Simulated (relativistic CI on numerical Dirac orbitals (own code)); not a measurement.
## Level scheme of Pb LVIII

Computed by Dirac-Coulomb-Breit CI, KLI orbitals optimised for each configuration, a model potential for QED, unscaled Slater integrals (own radial code, finite nucleus).

Configurations in the expansion (outside the closed core [Ne]): 3s2 3p6 3d7, 3s2 3p5 3d8, 3s2 3p4 3d9, 3s 3p6 3d8, 3p6 3d9, 3s 3p5 3d9, 3s2 3p6 3d6 4s, 3s2 3p6 3d6 4p, 3s2 3p4 3d8 4s, 3s2 3p6 3d6 4d, 3s2 3p4 3d8 4p, 3s2 3p5 3d7 4s, 3s2 3p6 3d6 4f, 3s2 3p4 3d8 4d, 3s 3p5 3d8 4s, 3s2 3p5 3d7 4p, 3s 3p5 3d8 4p, 3s2 3p5 3d7 4d, 3s2 3p6 3d5 4s2, 3s 3p5 3d8 4d, 3s 3p6 3d7 4s, 3p6 3d8 4s, 3s2 3p6 3d5 4s 4p, 3s2 3p5 3d7 4f, 3s2 3p6 3d6 5s, 3p6 3d8 4p, 3s 3p6 3d7 4p, 3s2 3p6 3d5 4p2, 3s2 3p6 3d6 5p, 3s2 3p5 3d6 4s2, 3p6 3d8 4d, 3s2 3p6 3d6 5d, 3s2 3p6 3d6 5f, 3s 3p6 3d6 4s2, 3s2 3p5 3d7 5s, 3s2 3p6 3d6 6s. Levels of other configurations are missing.

```
No.  Configuration  Term    J   E (Ry)   %  Landé g  Lifetime (s)
 41    3p5 3d8(3P)   2D°  3/2  49.9622  54    0.969      4.32e-13
 42    3p5 3d8(3P)   2P°  1/2  50.2091  60    0.627      5.35e-13
 43    3p5 3d8(1G)   2F°  5/2  50.2102  75    0.931      4.60e-13
 44    3p5 3d8(3F)   4D°  3/2  55.5768  30    0.961      5.15e-13
 45    3p5 3d8(3F)   2G°  7/2  56.2971  37    0.998      5.13e-13
 46    3p5 3d8(3F)   4D°  1/2  56.3304  60    0.291      4.47e-13
 47    3p5 3d8(1D)   2D°  5/2  56.4038  33    1.007      4.78e-13
 48    3p5 3d8(1S)   2P°  3/2  58.5029  50    1.259      5.01e-13
 49    3p4(1D) 3d9    2F  7/2  76.9348  49    1.243      4.03e-13
 50    3p4(3P) 3d9    4F  9/2  77.1715  69    1.250      3.43e-13
 51    3p4(3P) 3d9    2P  1/2  77.9216  73    0.876      3.20e-13
 52    3p5 3d8(3F)   4D°  7/2  78.0933  46    1.259      8.58e-14
 53    3p5 3d8(3F)   2G°  9/2  78.9714  50    1.135      7.49e-14
 54    3p5 3d8(1D)   2P°  3/2  79.1137  32    1.264      8.36e-14
 55    3p5 3d8(1D)   2F°  5/2  79.5786  40    1.063      7.75e-14
 56    3p4(1S) 3d9    2D  5/2  79.5920  68    1.210      3.49e-13
 57    3p4(3P) 3d9    2P  3/2  80.1447  47    1.192      2.09e-13
 58    3p4(1S) 3d9    2D  5/2  80.4302  49    1.257      1.82e-13
 59    3p5 3d8(1S)   2P°  1/2  81.2251  66    0.647      8.02e-14
 60    3p5 3d8(3F)   4G°  7/2  85.0624  44    1.005      1.68e-13
 61    3p5 3d8(3F)   4F°  5/2  85.0795  27    1.053      1.65e-13
 62    3p5 3d8(3P)   4D°  3/2  85.5400  39    1.144      1.72e-13
 63    3p5 3d8(3P)   4P°  1/2  85.7764  51    1.772      1.77e-13
 64    3p5 3d8(1G)   2H°  9/2  86.1747  64    0.977      1.82e-13
 65    3p4(3P) 3d9    4P  3/2  86.5209  29    1.215      2.51e-13
 66    3p4(3P) 3d9    2F  7/2  87.1307  34    1.087      2.59e-13
 67    3p4(3P) 3d9    4P  1/2  87.3069  59    1.987      2.28e-13
 68    3p4(1D) 3d9    2F  5/2  87.4425  37    1.076      2.37e-13
 69    3p5 3d8(3F)   2D°  5/2  88.0052  32    1.117      7.22e-14
 70    3p5 3d8(1G)   2F°  7/2  88.4912  54    1.070      6.98e-14
```

Energies count from the lowest computed level; ° marks odd parity; lifetimes are radiative, by E1, M1, E2, M2 decay to levels of this space only. Percentages are summed over parent terms; the parents shown are those of the largest component, closed shells are left out there.

The mean weight of the leading LS term, summed over parents, in these 30 levels is 49 %, and that of the leading jj configuration (from the same eigenvectors) 98 %, so jj coupling describes them better and the LS labels are nominal.

At this charge energies of transitions that change n are usually good to better than 1 %, and those within a shell (Δn = 0) to a few per cent.

LS names give the leading component of a level, which can be under half, so a name can repeat, a term be missing and a line seem to break the LS rules.
